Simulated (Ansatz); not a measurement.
Calculation: frozen-core CCSD(T)/cc-pVTZ // PBE0-D4/def2-TZVP (Ansatz, a quantum-chemistry and plane-wave program).

Ansatz 0.2 input:
```yaml
crystal:
  periodic: [false, false, false]
  atoms:
    - { symbol: N, position_ang: [-1.026696, 0.050133, 0.098059] }
    - { symbol: Ga, position_ang: [0.758201, -0.010971, -0.016812] }
    - { symbol: F, position_ang: [1.709133, 1.365512, -0.49215] }
    - { symbol: F, position_ang: [1.673019, -1.42229, 0.426151] }
    - { symbol: H, position_ang: [-1.547862, 0.800509, -0.322135] }
    - { symbol: H, position_ang: [-1.568631, -0.790544, 0.202045] }
basis:
  gaussian: { orbitals: cc-pVTZ }
correlation:
  method: ccsd_t
```

Output:

```
Functional definition: HF
1000 factors; integrals over basis functions are off by at most 9.4e-4 eV
mean field evaluation 1: about -59262.0384 eV, gradient 5.0e1 eV
mean field evaluation 2: about -59262.1027 eV, gradient 5.0e1 eV
mean field evaluation 4: about -59266.1697 eV, gradient 2.3e0 eV
mean field evaluation 8: about -59266.1998 eV, gradient 2.9e-1 eV
mean field evaluation 16: about -59262.0374 eV, gradient 5.0e1 eV
mean field -59266.20015922 eV, -2177.9926837781 hartree, gradient 2.9e-6 eV, S^2 0.000000; 0 other end points of the search recorded, 0 dependent functions left out
12 core orbitals not correlated
reference -59266.20015922 eV, -2177.9926837781 hartree; 17, 17 occupied and 132, 132 virtual orbitals, 1000 factors
second order -23.91910494 eV of doubles, -0.00000000 eV of singles
cycle   1  -23.29948084 eV  change    6.2e-1 eV  update   1.1e-1
cycle   2  -23.85724840 eV  change   -5.6e-1 eV  update   3.4e-2
cycle   3  -23.98101474 eV  change   -1.2e-1 eV  update   1.7e-2
cycle   4  -23.96726774 eV  change    1.4e-2 eV  update   4.4e-3
cycle   5  -23.96219495 eV  change    5.1e-3 eV  update   1.6e-3
cycle   6  -23.96346868 eV  change   -1.3e-3 eV  update   5.6e-4
cycle   7  -23.96324870 eV  change    2.2e-4 eV  update   1.8e-4
cycle   8  -23.96309277 eV  change    1.6e-4 eV  update   7.1e-5
cycle   9  -23.96313384 eV  change   -4.1e-5 eV  update   3.0e-5
cycle  10  -23.96315593 eV  change   -2.2e-5 eV  update   1.1e-5
perturbative correction -0.85087890 eV, -0.0312692228 hartree
Total energy: -59291.01419405 eV, -2178.9045827384 hartree
```

Cost: about 110 core-seconds (a rough figure).
